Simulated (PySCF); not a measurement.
Several molecules and their computed UV-vis stick spectra, shuffled. Computed with TDDFT CAM-B3LYP/def2-SVPD, vertical, gas phase, core orbitals frozen in the response (PySCF 2.14.0, density-fitted response routines). Geometries: GFN2-xTB; one conformer of each isolated species. Triplets are in the Tamm–Dancoff approximation.

A. `[SiH2]1OC(C(O1)=O)=C`
B. `C[C@H]([SiH2]N=C)CS`
C. `[SiH3][C@@H]1CCCSC1`
D. `C=C[C@H](C)N[SiH2]S`
E. `CC(C)[C@H]1CS[SiH2]1`

Lowest singlet levels (six at most, fewer where fewer were computed) with oscillator strengths:

1. 200 nm (f 0.033); 198 nm (f 0.033); 192 nm (f 0.014); 188 nm (f 0.018); 182 nm (f 0.013); 173 nm (f 0.016); T1 4.52 eV
2. 243 nm (f 0.000); 217 nm (f 0.254); 192 nm (f 0.000); 183 nm (f 0.021); 166 nm (f 0.080); 160 nm (f 0.060); T1 3.49 eV
3. 231 nm (f 0.000); 204 nm (f 0.042); 195 nm (f 0.019); 186 nm (f 0.009); 178 nm (f 0.018); 169 nm (f 0.012); T1 4.93 eV
4. 309 nm (f 0.001); 225 nm (f 0.004); 204 nm (f 0.031); 196 nm (f 0.024); 192 nm (f 0.013); 181 nm (f 0.137); T1 3.41 eV
5. 234 nm (f 0.003); 231 nm (f 0.007); 196 nm (f 0.010); 189 nm (f 0.034); 183 nm (f 0.012); 179 nm (f 0.060); T1 4.89 eV

Question: Match each spectrum to its molecule.

Answer: 1 = D, 2 = A, 3 = C, 4 = B, 5 = E.
- A: S1 at 5.10 eV, HOMO-1→LUMO (94%); Löwdin shares by element: HOMO carbon 59% or more, oxygen 28% or more; LUMO carbon 61%, oxygen 17% or more (atoms not listed hold the other 22%); HOMO -8.91 and LUMO -0.37 eV; point group Cs, 2 of its 6 listed states under f = 0.0005.
- B: S1 at 4.01 eV, HOMO-1→LUMO (90%); Löwdin shares by element: HOMO sulfur 70%, carbon 9% or more, hydrogen 6% or more (atoms not listed hold the other 16%); LUMO carbon 40% or more, nitrogen 33%, hydrogen 15% or more; HOMO -7.99 and LUMO 0.16 eV.
- C: S1 at 5.36 eV, HOMO→LUMO+1 (35%), HOMO→LUMO (27%), HOMO→LUMO+5 (10%); Löwdin shares by element: HOMO sulfur 68%, carbon 21% or more; LUMO silicon 29%, sulfur 19%, hydrogen 12% or more (atoms not listed hold the other 40%); HOMO -7.58 and LUMO 1.10 eV.
- D: S1 at 6.21 eV, HOMO-1→LUMO (35%), HOMO→LUMO (24%), HOMO-1→LUMO+1 (13%); Löwdin shares by element: HOMO nitrogen 48%, carbon 17% or more, silicon 9% (atoms not listed hold the other 26%); LUMO sulfur 31%, carbon 18% or more, silicon 15% (atoms not listed hold the other 36%); HOMO -8.43 and LUMO 0.91 eV.
- E: S1 at 5.30 eV, HOMO→LUMO (66%), HOMO→LUMO+1 (22%); Löwdin shares by element: HOMO sulfur 70%, carbon 11% or more, silicon 9%; LUMO silicon 29%, sulfur 23%, hydrogen 18% or more (atoms not listed hold the other 31%); HOMO -7.92 and LUMO 0.62 eV.
C and E have S1 within 0.06 eV of each other; their strongest listed levels stand at 6.09 eV (f 0.042) and 6.94 eV (f 0.060).

Without π bonds the low states are Rydberg-like; a valence basis with one diffuse set may place them up to an eV too high.
